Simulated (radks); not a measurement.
Spherical quantum dot in the effective-mass picture: electrons in a parabolic well V = omega^2 r^2 / 2 with omega = 0.0699, with a point charge +1 (a donor) at the centre, all in effective atomic units (hartree* = m*/eps^2 hartree, bohr* = eps/m* bohr), one dielectric constant everywhere. Calculated with a radial shooting solver with Libxc functionals: non-relativistic Kohn-Sham, exchange-only LDA, spin-polarised, spherical densities. Levels are named by radial order and angular momentum (1s, 1p, 1d, 2s, ...), and open shells are averaged over m. At N = 24 the configuration is 1s2 1p(up 3, down 0) 1d(up 5, down 0) 2s(up 1, down 0) 1f(up 7, down 0) 2p(up 3, down 0) 1g(up 3, down 0). Does electron 25 go into 3s up or 2d up or 1g up?

Answer. Into 1g up. The total energies of the other choices lie higher by 0.00463 hartree* (3s up), 0.0259 hartree* (2d up).
